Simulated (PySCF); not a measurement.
Match each property card to its molecule.

Structures:
1. `N#C[Si](C#N)(C#N)C#N` (C4N4Si)
2. `C[PH+](C)[BH2-][PH+](C)C` ([C4H16BP2]+)
3. `BSC` (CH5BS)
4. `BN[SiH3]` (BH6NSi)

Card P (geometry PBE0-D3(BJ)/def2-SVP):
* Rotational constants A, B, C: 21.686, 7.664, 5.875 GHz
* Static isotropic polarisability (wB97X-D/def2-SVPD): 50.1 au
* HOMO energy (wB97X-D/def2-SVPD): -9.70 eV
* 13C chemical shifts (computed TMS as zero) by class (GIAO PBE0/pcSseg-1): 25.8 (1 C) ppm
* Dipole moment (wB97X-D/def2-SVPD): 1.74 D
* Strongest line among the 10 lowest singlet transitions (TDDFT wB97X-D/def2-SVPD): S6 at 8.40 eV (148 nm, f = 0.096)
* Lowest triplet excitation (Tamm–Dancoff) (TDA wB97X-D/def2-SVPD): 4.56 eV

Card Q (geometry PBE0-D3(BJ)/def2-SVP):
- Rotational constants A, B, C: 3.018, 0.785, 0.747 GHz
- Static isotropic polarisability (PBE0/def2-SVPD): 109.6 au
- Isotropic shieldings of nuclei other than C and H, by class (GIAO PBE0/pcSseg-1): 144 (1 B), 374 (2 P) ppm
- Lowest triplet excitation (Tamm–Dancoff) (TDA PBE0/def2-SVPD): 7.39 eV
- Lowest singlet excitation (TDDFT PBE0/def2-SVPD): 7.80 eV (159 nm, f = 0.004)
- Vertical ionisation energy (ΔSCF PBE0/def2-SVPD): 14.52 eV

Card R (geometry PBE0-D3(BJ)/def2-SVP):
* Rotational constants A, B, C: 1.145, 1.144, 1.142 GHz
* Static isotropic polarisability (PBE0/def2-SVPD): 80.1 au
* HOMO energy (PBE0/def2-SVPD): -11.37 eV
* Core binding energies (ΔSCF SCAN, pcX-2 on the ionised atom, pcseg-1 elsewhere, spin-free X2C, 2p3/2 from a spin–orbit splitting computed afterwards within the 2p shell): Si2p3/2 111.0, C1s 293.5 (×4), N1s 407.0 (×4), Si1s 1851.1 eV
* 13C chemical shifts (computed TMS as zero) by class (GIAO PBE0/pcSseg-1): 115.4 (4 C) ppm
* Dipole moment (PBE0/def2-SVPD): 0.00 D by symmetry (numerical residue 0.02 D)
* Point group: Td

Card S (geometry PBE0-D3(BJ)/def2-SVP):
* Rotational constants A, B, C: 33.994, 5.442, 4.962 GHz
* Static isotropic polarisability (wB97X-D/def2-SVPD): 51.5 au
* Dipole moment (wB97X-D/def2-SVPD): 1.39 D
* HOMO energy (wB97X-D/def2-SVPD): -10.39 eV
* Isotropic shieldings of nuclei other than C and H, by class (GIAO PBE0/pcSseg-1): 56 (1 B), 144 (1 N), 392 (1 Si) ppm
* Lowest singlet excitation (TDDFT wB97X-D/def2-SVPD): 6.94 eV (179 nm, f = 0.000)

Species are written as SMILES; each is one conformer at its optimised geometry, gas phase, non-relativistic unless stated. Electronic properties by PySCF. NMR classes are plain means over equivalent atoms (diastereotopic ones count apart unless rotation or inversion swaps them), as if these changed places fast.

Which card belongs to which structure?

P = 3, Q = 2, R = 1, S = 4. What ties each card to its structure:
- 1 (card R), C4N4Si, monoisotopic mass 132.0 u, 9 heavy atoms: 4 C in 1 class; core lines of C, N and Si; point group Td; a spherical top (constants that symmetry makes equal differ by optimisation noise) with C = 1.142 GHz; polarisability 80.1 au for 66 electrons; a dipole under 0.05 D.
- 2 (card Q), [C4H16BP2]+, monoisotopic mass 137.1 u, 7 heavy atoms: an asymmetric top with C = 0.747 GHz, the lowest such constant on the cards; polarisability 109.6 au for 74 electrons.
- 3 (card P), CH5BS, monoisotopic mass 60.0 u, 3 heavy atoms: 1 C in 1 class; an asymmetric top with C = 5.875 GHz, the highest such constant on the cards; polarisability 50.1 au for 32 electrons; dipole 1.74 D.
- 4 (card S), BH6NSi, monoisotopic mass 59.0 u, 3 heavy atoms: an asymmetric top with C = 4.962 GHz; polarisability 51.5 au for 32 electrons; dipole 1.39 D.
